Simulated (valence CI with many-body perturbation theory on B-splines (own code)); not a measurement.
**E1 line list for Tm37+**

Calculated by valence CI with perturbative core correlation (CI+MBPT): four valence electrons over a frozen Dirac-Fock core [Ar] 3d10, a basis of 11 s, 11 p, 9 d, 7 f, 5 g, 2 h, 1 i functions for each j, with the one-electron correlation potential Σ1, the two-electron term Σ2, the three-electron term Σ3, Breit, model QED; selected CI, second order for the rest (own B-spline code, finite nucleus).

The last digits are not significant, and no measured levels were compared; by estimate large intervals hold to a few tenths of a per cent, small ones and those within an open d or f shell to about a per cent.

Lines 1 to 50 of 243 in falling wavelength, among levels below 29.242 Ry, chosen from the strongest by gf and those to the six lowest levels. Wavelengths and rates use the calculated energies. Electric multipoles are in the length gauge, E1 and E2 with the static RPA response of the core. Weak lines are less certain than strong ones. Lines between different terms over intervals too small for the method are left out, as are lines whose strength nearly cancels. Where a level lies close to another of its J and parity, the split of strength between their lines is uncertain. The highest levels of a list are the least certain.

Levels are named by their leading jj configuration (3d3/2^4 stands for four electrons in 3d with j = 3/2), which in mixed levels can hold well under half, so a name can repeat and another be missing. Letters in brackets count levels of one name in rising energy.

```
λ vac (Å)                           Upper                       Lower   A (s⁻¹)  S (a.u.)
    820.9          (4s 4p1/2^2 4p3/2) J=2          (4s^2 4p3/2^2) J=2  8.20e+05  1.12e-03
    623.2          (4s 4p1/2^2 4p3/2) J=1          (4s^2 4p3/2^2) J=0  1.50e+06  5.39e-04
    438.0          (4s 4p1/2^2 4p3/2) J=1          (4s^2 4p3/2^2) J=2  1.80e+07  2.24e-03
    185.4          (4s^2 4p1/2 4d3/2) J=2          (4s^2 4p3/2^2) J=2  1.01e+08  1.59e-03
    179.2      (4s 4p1/2 4p3/2 4d3/2) J=4      (4s^2 4p3/2 4d3/2) J=3  5.05e+09  1.29e-01
    173.9  (4s 4p1/2 4p3/2 4d5/2) J=4 [a]      (4s^2 4p3/2 4d5/2) J=4  2.04e+09  4.76e-02
    173.8      (4s 4p1/2 4p3/2^2) J=2 [a]          (4s^2 4p3/2^2) J=2  1.38e+09  1.78e-02
    172.3  (4s 4p1/2 4p3/2 4d5/2) J=4 [b]      (4s^2 4p3/2 4d5/2) J=3  3.95e+09  8.97e-02
    172.2          (4s 4p1/2^2 4d3/2) J=2      (4s^2 4p1/2 4d3/2) J=1  5.34e+09  6.74e-02
    167.7          (4s^2 4p1/2 4d3/2) J=1          (4s^2 4p3/2^2) J=0  1.19e+08  8.33e-04
    160.4  (4s 4p1/2 4p3/2 4d3/2) J=3 [b]      (4s^2 4p3/2 4d3/2) J=3  2.39e+09  3.41e-02
    159.9          (4s 4p1/2^2 4d5/2) J=3      (4s^2 4p1/2 4d5/2) J=3  4.97e+09  7.01e-02
    159.3  (4s 4p1/2 4p3/2 4d3/2) J=2 [b]      (4s^2 4p3/2 4d3/2) J=1  2.74e+09  2.73e-02
    158.5  (4s 4p1/2 4p3/2 4d3/2) J=3 [c]      (4s^2 4p3/2 4d3/2) J=3  3.76e+09  5.18e-02
    157.8  (4s 4p1/2 4p3/2 4d5/2) J=2 [d]            (4s 4p3/2^3) J=1  3.22e+09  3.12e-02
    157.7          (4s 4p1/2 4p3/2^2) J=3          (4s^2 4p3/2^2) J=2  6.67e+09  9.04e-02
    157.4          (4s 4p1/2^2 4d5/2) J=3      (4s^2 4p1/2 4d5/2) J=2  5.51e+09  7.42e-02
    155.8      (4s 4p1/2 4p3/2 4d5/2) J=5      (4s^2 4p3/2 4d5/2) J=4  1.02e+10  2.10e-01
    155.5          (4s 4p1/2^2 4p3/2) J=2      (4s^2 4p1/2 4p3/2) J=2  7.04e+09  6.53e-02
    152.4  (4s 4p1/2 4p3/2 4d3/2) J=1 [b]      (4s^2 4p3/2 4d3/2) J=0  5.09e+09  2.67e-02
    150.6          (4s^2 4p1/2 4d3/2) J=1          (4s^2 4p3/2^2) J=2  1.66e+09  8.36e-03
    150.3  (4s 4p1/2 4p3/2 4d3/2) J=2 [c]      (4s^2 4p3/2 4d3/2) J=1  4.23e+09  3.54e-02
    149.4  (4s 4p1/2 4p3/2 4d5/2) J=2 [e]            (4s 4p3/2^3) J=1  3.01e+09  2.47e-02
    148.3          (4s 4p1/2^2 4p3/2) J=2      (4s^2 4p1/2 4p3/2) J=1  9.34e+09  7.52e-02
    146.1  (4s 4p1/2 4p3/2 4d3/2) J=1 [c]      (4s^2 4p3/2 4d3/2) J=1  6.37e+09  2.95e-02
    145.8          (4s 4p1/2^2 4d3/2) J=1      (4s^2 4p1/2 4d3/2) J=2  1.55e+10  7.12e-02
    144.2      (4s 4p1/2 4p3/2^2) J=1 [a]          (4s^2 4p3/2^2) J=0  8.69e+09  3.86e-02
    141.8          (4s 4p1/2^2 4d3/2) J=2      (4s^2 4p1/2 4d3/2) J=2  1.13e+10  7.91e-02
    141.2           (4p1/2^2 4p3/2^2) J=0  (4s 4p1/2 4p3/2^2) J=1 [b]  1.70e+10  2.37e-02
    141.1  (4s 4p1/2 4p3/2 4d3/2) J=1 [d]  (4s^2 4p3/2 4d3/2) J=2 [a]  8.60e+09  3.57e-02
    140.5      (4s 4p1/2^2 4d5/2) J=2 [b]  (4s 4p1/2 4p3/2^2) J=1 [b]  6.26e+09  4.28e-02
    139.8          (4s^2 4p1/2 4f7/2) J=4      (4s^2 4p3/2 4d5/2) J=3  5.07e+09  6.16e-02
    139.4  (4s 4p1/2 4p3/2 4d3/2) J=2 [d]      (4s^2 4p3/2 4d3/2) J=3  4.39e+09  2.94e-02
    139.4      (4s 4p1/2^2 4d5/2) J=2 [b]  (4s 4p1/2 4p3/2^2) J=2 [b]  1.07e+10  7.17e-02
    139.3  (4s 4p1/2 4p3/2 4d5/2) J=1 [b]      (4s^2 4p3/2 4d5/2) J=1  6.80e+09  2.72e-02
    138.6  (4s 4p1/2 4p3/2 4d5/2) J=3 [a]  (4s^2 4p3/2 4d3/2) J=2 [b]  2.48e+09  2.28e-02
    137.7  (4s 4p1/2 4p3/2 4d5/2) J=2 [d]      (4s^2 4p3/2 4d5/2) J=1  8.48e+09  5.47e-02
    137.0      (4s 4p1/2 4p3/2^2) J=1 [b]          (4s^2 4p3/2^2) J=0  4.02e+09  1.53e-02
    134.5          (4s^2 4p1/2 4d5/2) J=2          (4s^2 4p3/2^2) J=2  1.56e+09  9.35e-03
    134.2  (4s 4p1/2 4p3/2 4d5/2) J=2 [b]  (4s^2 4p3/2 4d3/2) J=2 [b]  7.08e+09  4.23e-02
    134.2           (4p1/2^2 4p3/2^2) J=0  (4s 4p1/2 4p3/2^2) J=1 [a]  5.25e+10  6.26e-02
    134.2          (4s 4p1/2^2 4d5/2) J=3      (4s 4p1/2 4p3/2^2) J=3  2.98e+09  2.49e-02
    133.9  (4s 4p1/2 4p3/2 4d5/2) J=2 [e]      (4s^2 4p3/2 4d5/2) J=2  1.01e+10  5.99e-02
    133.4          (4s 4p1/2^2 4p3/2) J=1      (4s^2 4p1/2 4p3/2) J=2  2.45e+10  8.60e-02
    133.4  (4s 4p1/2 4p3/2 4d5/2) J=3 [c]      (4s^2 4p3/2 4d5/2) J=4  1.16e+10  9.53e-02
    132.8  (4s 4p1/2 4p3/2 4d5/2) J=4 [c]      (4s^2 4p3/2 4d5/2) J=4  1.10e+10  1.14e-01
    132.8  (4s 4p1/2 4p3/2 4d5/2) J=3 [e]      (4s^2 4p3/2 4d5/2) J=3  7.71e+09  6.24e-02
    132.7          (4s^2 4p1/2 4d5/2) J=3          (4s^2 4p3/2^2) J=2  4.01e+09  3.24e-02
    132.6  (4s 4p1/2 4p3/2 4d5/2) J=2 [b]  (4s^2 4p3/2 4d3/2) J=2 [a]  6.20e+09  3.56e-02
    132.5  (4s 4p1/2 4p3/2 4d5/2) J=3 [b]  (4s^2 4p3/2 4d3/2) J=2 [b]  2.77e+09  2.23e-02
```
